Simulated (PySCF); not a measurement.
Compound: C5H13PSi.
Z-matrix (Å and degrees, GFN2-xTB geometry), rows numbered from 1:
```
P 
Si  1  2.2424
C   2  1.9007  1  106.98
C   3  1.5309  2  114.21  1    65.81
C   4  1.5365  3  104.88  2   161.96
C   5  1.5404  4  105.95  3   -18.65
C   3  1.5262  2  114.57  1  -176.92
H   1  1.3819  2   94.89  3  -171.98
H   1  1.3827  2   95.54  3   -79.10
H   2  1.4677  1  107.53  3  -119.23
H   2  1.4715  1  113.44  3   120.95
H   3  1.0960  2  109.39  1   -55.48
H   4  1.0922  3  109.72  2    44.17
H   4  1.0901  3  112.21  2   -75.81
H   5  1.0899  4  110.67  3   101.09
H   5  1.0895  4  110.84  3  -139.61
H   6  1.0891  5  112.01  4  -129.62
H   6  1.0905  5  110.06  4   110.47
H   7  1.0913  3  109.81  2   -48.83
H   7  1.0890  3  112.62  2    71.72
```

A PySCF run (density fitting, gas phase, GFN2-xTB geometry) gave HOMO -6.25 eV, LUMO -0.63 eV, dipole 1.15 D and E = -824.636 Eh.

Problem. Which of these levels was it?
A. HSE06/STO-3G
B. LDA/ANO-RCC-VDZP
C. B97-D/pcSseg-1
D. B97-D/6-31G

Solution. B. It is LDA/ANO-RCC-VDZP. All candidates on this geometry:

| level and settings | kind | basis functions | SCF cycles | E (Eh) | HOMO (eV) | LUMO (eV) | dipole (D) |
| --- | --- | --- | --- | --- | --- | --- | --- |
| LDA/ANO-RCC-VDZP, level shift 0.2 Eh | LDA | 171 | 10 | -824.6363 | -6.25 | -0.63 | 1.15 |
| B97-D/pcSseg-1, grid level 1 | GGA | 198 | 10 | -828.9814 | -6.19 | -0.11 | 1.17 |
| B97-D/6-31G, fitting basis def2-universal-jkfit | GGA | 97 | 10 | -828.8787 | -5.92 | 0.18 | 1.55 |
| HSE06/STO-3G, fitting basis def2-qzvpp-jkfit, energy threshold 1e-11 Eh | screened hybrid, exact exchange at short range | 56 | 10 | -819.2705 | -3.90 | 5.89 | 0.68 |

The nearest other candidate, by the summed differences of HOMO and LUMO, is B97-D/pcSseg-1: its HOMO differs by +0.06 eV and its LUMO by +0.52 eV. B97-D ran without the empirical dispersion term, which would shift the total energy alone. ANO-RCC sets were contracted for a scalar-relativistic Hamiltonian, but ran non-relativistically here.
